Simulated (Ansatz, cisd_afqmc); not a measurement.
System: Te, charge 0, triplet.

Total energies in def2-QZVPP, 6 correlated electrons, 9 frozen orbitals. UHF or UKS for unpaired electrons; spin-orbit terms are left out. Cores are frozen in correlated methods (noble-gas shells, and filled d and f shells in the p block). Past Kr the def2 sets carry scalar-relativistic core potentials. The Monte Carlo rows (phaseless AFQMC, CISD trial, step 0.005/hartree) carry one-sigma bars that omit the constraint's bias. Outlying blocks are dropped, and bars are widened where a walk drifts. Over all cases where full CI ran beside it in this data, AFQMC minus full CI had a median of +0.1 mEh and passed +0.4 mEh in a tenth of the cases. Spin-orbit terms, left out, reach several kcal/mol for Br and I, and more for heavier atoms.

```csv
method,program,energy (Eh),minus CCSDT(Q) (mEh)
HF,Ansatz,-267.00694,116.66
MP2,Ansatz,-267.10246,21.14
CCSD,Ansatz,-267.11869,4.91
CCSD(T),Ansatz,-267.12283,0.77
CCSDT(Q),Ansatz,-267.12360,0.00
AFQMC/CISD,cisd_afqmc,-267.1232 ± 0.0001,0.4 ± 0.1
```

Ansatz is an electronic-structure program.
